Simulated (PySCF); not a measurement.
## Steps of a relaxation of [Gd(H2O)]3+

[Gd(H2O)]3+ (singlet in the valence; each metal's 4f electrons, 7 of them, lie in its core potential, out of spins and levels). PySCF 2.14.0, RKS PBE, Gd lcecp-1-SVP with ECP53, O def2-SVP, H def2-SVP; non-relativistic Hamiltonian with scalar-relativistic core potentials where named; density fitting; no spin-orbit coupling. Origin of the start: template. Columns: position (Å) and force (eV/Å). Energies are counted from the last step; some of the 6 steps are shown. Forces carry noise of the integration grid, about 0.01 to 0.03 eV/Å.

Run from Python with OMP_NUM_THREADS=2. Where DIIS fails, smearing, a level shift and second-order steps follow.
It took 6.3 s on 2 threads of Arm Neoverse V2, on a shared host, from the converged density of the start.

```xyz
4
step 0  E = 0.347 eV
Gd    0.0000    0.0000   -0.2599     0.00    0.00    1.74
O     0.0000    0.0000    2.2126     0.00    0.00   -3.64
H     0.7700    0.0000    2.8026     1.29    0.00    0.95
H    -0.7700    0.0000    2.8026    -1.29    0.00    0.95
```

```xyz
4
step 2  E = 0.020 eV
Gd    0.0000    0.0000   -0.1166     0.00    0.00    0.41
O     0.0000    0.0000    2.1201     0.00    0.00    0.57
H     0.7977    0.0000    2.7773    -0.48    0.00   -0.49
H    -0.7977    0.0000    2.7773     0.48    0.00   -0.49
```

```xyz
4
step 3  E = 0.005 eV
Gd    0.0000    0.0000   -0.0898     0.00    0.00    0.02
O     0.0000    0.0000    2.1149     0.00    0.00    0.57
H     0.7932    0.0000    2.7664    -0.28    0.00   -0.29
H    -0.7932    0.0000    2.7664     0.28    0.00   -0.29
```

Problem. Where does the relaxation end?

Solution. It converges at step 5 in C2v:
```xyz
4
step 5  E = 0
Gd    0.0000    0.0000   -0.0846
O     0.0000    0.0000    2.1223
H     0.7892    0.0000    2.7602
H    -0.7892    0.0000    2.7602
```

Problem. How did the contacts change?

Solution. 
```
     contact  start (Å)  end (Å)
Gd1–O2 (H2O)      2.472    2.207
```


An lcecp potential fixes the number of 4f electrons, so in runs with it no electron can move into or out of that shell.
